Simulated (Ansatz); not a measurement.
`CB(F)BCl` + `BNC` → `BN(C)B(C)F` + `BCl` at 600 K and 1 bar (cleavage of the B–B bond).

Computed with Ansatz on PBE0-D4/def2-TZVP structures; ΔE is electronic, products minus reactants. CCSD(T)/CBS adds triple-zeta CCSD(T) − MP2 to the extrapolated MP2 energy (def2 sets, frozen cores). This one scheme is used for every species. Each species was taken in one conformer, which may not be the lowest.

```json
{"species": "`CB(F)BCl`", "CCSD(T)/CBS energy (Eh)": "-649.69946", "H − E (kJ/mol)": "204.9", "S (J/(mol·K))": "433.7"}
{"species": "`BNC`", "CCSD(T)/CBS energy (Eh)": "-121.18426", "H − E (kJ/mol)": "242.2", "S (J/(mol·K))": "328.7"}
{"species": "`BN(C)B(C)F`", "CCSD(T)/CBS energy (Eh)": "-285.13931", "H − E (kJ/mol)": "362.7", "S (J/(mol·K))": "469.9"}
{"species": "`BCl`", "CCSD(T)/CBS energy (Eh)": "-485.78909", "H − E (kJ/mol)": "80.5", "S (J/(mol·K))": "267.8"}
```

H − E and S are ideal-gas, rigid-rotor, harmonic terms from PBE0-D4/def2-TZVP, for one conformer and one mirror image of each species. 1 Eh = 2625.50 kJ/mol, R = 8.31446 J/(mol·K).

Task: By hand: ΔE, ΔH, ΔS and ΔG.

Result: ΔE = (-285.13931) + (-485.78909) − (-649.69946) − (-121.18426) = -0.04468 Eh = -117.3 kJ/mol. Δ(H − E) = 362.7 + 80.5 − 204.9 − 242.2 = -3.9, so ΔH = -121.2 kJ/mol. ΔS = 469.9 + 267.8 − 433.7 − 328.7 = -24.7 J/(mol·K). ΔG = -121.2 − 600 × (-24.7)/1000 = -106.4 kJ/mol.

Task: By hand: the equilibrium constant, and the temperature at which ΔG would vanish if ΔH and ΔS stayed fixed.

Result: log₁₀ K = −ΔG/(RT ln 10) = 9.3. ΔG = 0 at ΔH/ΔS = 4907 K, far beyond where these terms or the molecules hold.

ΔH outweighs TΔS. A doubt of 5 kJ/mol in ΔE shifts log₁₀ K by 0.4 here. Other conformers and mirror images would add mixing entropy, several J/(mol·K) or more a flexible species. Modes under 60 cm⁻¹, often nearly free rotors, make the harmonic entropy too high. These are equilibria of isolated gas molecules and say nothing of rates. Largest T1 diagnostic: 0.013 (customary marks: 0.02 for closed shells, 0.045 for open ones).
